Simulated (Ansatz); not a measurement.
Stepwise reaction of `C[SiH](C)Br` with water, as a gas-phase model of exchange steps in deposition or etching. ΔE in kJ/mol; ΔG adds harmonic PBE0-D4 terms to CCSD(T)/CBS, at 1 bar.

Computed with Ansatz on PBE0-D4/def2-TZVP structures; ΔE is electronic, products minus reactants. CCSD(T)/CBS adds triple-zeta CCSD(T) − MP2 to the extrapolated MP2 energy (def2 sets, frozen cores). This one scheme is used for every species. Functionals use def2-TZVPP. B3LYP here is the variant with VWN-RPA as its local correlation; programs differ in this. For Br outer-core shells are correlated without core-valence functions, which leaves a few kJ/mol of doubt a bond. Scalar relativity is left out up to krypton. Each species was taken in one conformer, which may not be the lowest.

| step | reaction | PBE-D4 | B3LYP-D4 | ωB97M-V | CCSD(T)/CBS | ΔG(400 K) |
| --- | --- | --- | --- | --- | --- | --- |
| 1 | `C[SiH](C)Br` + H₂O → `C[SiH](O)Br` + CH₄ | -95.7 | -106.3 | -103.1 | -99.2 | -94.4 |
| 2 | `C[SiH](O)Br` + H₂O → `O[SiH](O)Br` + CH₄ | -103.4 | -114.0 | -111.2 | -107.8 | -101.8 |

Problem. By hand: ΔE of the 2 steps together at CCSD(T)/CBS.

Solution. (-99.2) + (-107.8) = -207.0 kJ/mol, or -103.5 kJ/mol a step.

In ΔE each step is lower than the one before. All are downhill at CCSD(T)/CBS. ΔG lies between -101.8 and -94.4 kJ/mol a step. PBE-D4 differs from CCSD(T)/CBS by 3.5 to 4.4 kJ/mol a step. Isolated molecules leave out the surface, adducts and barriers. Largest T1 diagnostic: 0.010.
